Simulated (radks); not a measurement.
The tantalum ion Ta2+, configuration [Xe] 4f14 5d3.

Calculated with a radial shooting solver on a logarithmic mesh with Libxc functionals: Dirac Kohn-Sham, PBE, spin-unpolarised, spherical densities, finite nucleus; open shells fill j = l - 1/2 first; Fermi nuclear charge, rms radius 5.3507 fm.

Energy parts (eV):
part                       energy
total                  -425117.64
kinetic                 477018.18
electron-nucleus      -1059041.85
Hartree                 165530.84
exchange-correlation     -8624.81

Orbitals (lengths in bohr, moments of r in powers of bohr):
| orbital | occ. | eigenvalue (eV) | <1/r> |
|---|---|---|---|
| 1s1/2 | 2 | -67269.39 | 85.40 |
| 2s1/2 | 2 | -11563.00 | 20.74 |
| 2p1/2 | 2 | -11053.43 | 20.71 |
| 2p3/2 | 4 | -9783.291 | 17.50 |
| 3s1/2 | 2 | -2660.429 | 7.612 |
| 3p1/2 | 2 | -2433.475 | 7.528 |
| 3p3/2 | 4 | -2160.039 | 6.699 |
| 3d3/2 | 4 | -1776.101 | 6.591 |
| 3d5/2 | 6 | -1716.541 | 6.394 |
| 4s1/2 | 2 | -554.4369 | 3.195 |
| 4p1/2 | 2 | -460.7861 | 3.084 |
| 4p3/2 | 4 | -397.8298 | 2.796 |
| 4d3/2 | 4 | -243.7847 | 2.578 |
| 4d5/2 | 6 | -232.2179 | 2.509 |
| 4f5/2 | 6 | -40.8867 | 2.019 |
| 4f7/2 | 8 | -38.9048 | 1.988 |
| 5s1/2 | 2 | -87.9696 | 1.221 |
| 5p1/2 | 2 | -60.8859 | 1.089 |
| 5p3/2 | 4 | -52.1536 | 0.9877 |
| 5d3/2 | 3 | -18.5065 | 0.6599 |
| 5d5/2 | 0 | -17.8146 | 0.6384 |

The highest occupied level is 5d3/2 at -18.507 eV. The electron density at the nucleus is 1.313e+06 e/bohr^3. For comparison, the ionisation energy in NIST's Atomic Spectra Database is 23 eV (theoretical). In exact Kohn-Sham theory the highest level is minus the ionisation energy, but local and semilocal functionals leave it too shallow, through self-interaction and a potential that decays too fast; potentials with the right tail come closer. Summed over all electrons, <r^2> = 41.13 bohr^2, which gives a Langevin (diamagnetic) susceptibility term of -32.6 x 10^-6 cm^3/mol.

Beside tabulated values, note that spin-unpolarised runs miss the spin-polarisation part of the exchange energy of open shells.
